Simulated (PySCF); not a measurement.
C4H10OSi, SMILES C[C@@]1([SiH3])CCO1. Atoms are numbered in the order given.

```xyz
16

C      0.0518     1.5528     1.0546
C     -0.0219     0.2652     0.2550
Si     1.6096    -0.1932    -0.6305
C     -0.7491    -0.9248     0.9370
C     -1.7025    -0.8514    -0.2667
O     -1.0668     0.3338    -0.7715
H      0.7781     1.4592     1.8789
H     -0.9360     1.7929     1.4818
H      0.3600     2.3965     0.4168
H      1.3987    -1.4597    -1.3888
H      1.9935     0.8978    -1.5703
H      2.7160    -0.4013     0.3546
H     -1.2070    -0.6569     1.9010
H     -0.1830    -1.8599     1.0585
H     -2.7702    -0.6857    -0.0416
H     -1.6191    -1.6987    -0.9715
```

Coordinates come from a B3LYP-D3(BJ)/def2-SVP optimisation. The structure was generated by enumeration; whether it is a known compound was not checked.

Two levels are set side by side: PBE/pcSseg-1 (PySCF) and KT2/pcSseg-1 (PySCF). GIAO shifts against H2O (¹⁷O), TMS (²⁹Si), TMS (¹H), TMS (¹³C) at the same level; non-relativistic, no solvent, atoms listed together averaged. Differences are taken from unrounded values.

```
quantity                KT2
--------------------  -----
δ(¹³C) of C1 (ppm)     33.7
δ(¹³C) of C2 (ppm)     86.5
δ(²⁹Si) of Si3 (ppm)  -69.2
δ(¹³C) of C4 (ppm)     39.2
δ(¹³C) of C5 (ppm)     71.8
δ(¹⁷O) of O6 (ppm)     72.0
```

Problem. What does PBE give, and how far is it from KT2? (An estimate is asked for; the answer gives what the named calculation found.)

Solution. 
```json
[
 {"quantity": "δ(¹³C) of C1 (ppm)", "PBE": "33.6", "PBE minus KT2": "-0.1"},
 {"quantity": "δ(¹³C) of C2 (ppm)", "PBE": "86.9", "PBE minus KT2": "0.3"},
 {"quantity": "δ(²⁹Si) of Si3 (ppm)", "PBE": "-69.5", "PBE minus KT2": "-0.3"},
 {"quantity": "δ(¹³C) of C4 (ppm)", "PBE": "37.8", "PBE minus KT2": "-1.4"},
 {"quantity": "δ(¹³C) of C5 (ppm)", "PBE": "72.5", "PBE minus KT2": "0.7"},
 {"quantity": "δ(¹⁷O) of O6 (ppm)", "PBE": "68.4", "PBE minus KT2": "-3.6"}
]
```

Rough cost on one machine, each run with all the roots and properties that it gave: KT2 against PBE within a factor of 2.
